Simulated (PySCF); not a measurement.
**Static response to an electric field**

Compound: C₃H₁₂SSi₂.
Structure used (GFN2-xTB), in Å, numbered top down from 1:
```xyz
18
C3H12SSi2 angstrom
C     -2.195   -1.203    0.595
C     -1.314   -0.207   -0.153
C     -1.799    1.220    0.097
Si     0.508   -0.426    0.340
S      1.637    1.036   -0.762
Si     3.663    0.468   -0.373
H     -2.137   -1.033    1.668
H     -3.235   -1.098    0.291
H     -1.883   -2.226    0.397
H     -1.411   -0.408   -1.225
H     -1.748    1.462    1.157
H     -1.186    1.934   -0.449
H     -2.833    1.334   -0.228
H      1.011   -1.753   -0.016
H      0.728   -0.182    1.765
H      4.431    1.492   -1.058
H      3.879   -0.866   -0.920
H      3.875    0.464    1.069
```

Level: CAM-B3LYP/def2-SVPD (PySCF), static field, nuclei fixed, core orbitals frozen in the response. The polarisability tensor in these axes (au):

```
x   139.70   5.35  -5.87
y     5.35 102.35  -5.42
z    -5.87  -5.42  94.37
```

What are the eigenvalues, a third of the trace, and Δα (Δα² = ½Σ(αi − αj)² over the three pairs)?

Principal values 91.45, 103.59 and 141.38 au; mean 112.14 au = 16.62 Å³ = 18.49 × 10⁻⁴⁰ C²·m²/J; Δα = 45.10 au (40 % of the mean).

What is the dipole moment, and where does it point?

(-0.40, -0.91, 0.51) D, 1.12 D in size, pointing from the negative to the positive side. Measured along this direction, the outermost atoms are H16 at the negative end and H9 at the positive end.

Find the Langevin capture rate constant for H3O+ (19.018 u) meeting this molecule (136.020 u), k = 2.342 × 10⁻⁹ cm³/s × √(α in Å³ / reduced mass in u).

The reduced mass is 16.69 u, so k = 2.34 × 10⁻⁹ cm³/s. The formula leaves out the permanent dipole, which adds to the capture rate.

Traceless (Buckingham) quadrupole moment about the centre of nuclear charge: eigenvalues?

-4.29, -3.27, 7.55 D·Å. The values depend on the origin, since the dipole doesn't vanish. The electronic extent ⟨r²⟩ about the same centre is 1663 bohr², a root-mean-square distance of 2.51 Å for the 74 electrons.

Directions of the eigenvectors, and the extent of the frame along each?

Largest value along (0.98, 0.15, -0.14), where the nuclei span 8.09 Å; middle along (-0.20, 0.89, -0.40), 3.92 Å; least along (0.06, 0.42, 0.91), 2.94 Å. The response follows the extents in order.

Rayleigh depolarisation ratio (linearly polarised light, static tensor)?

ρ = 3Δα²/(45ᾱ² + 4Δα²) = 6102.5/(565896 + 8136.7) = 0.0106.

Isolated species at its GFN2-xTB geometry (one conformer only).
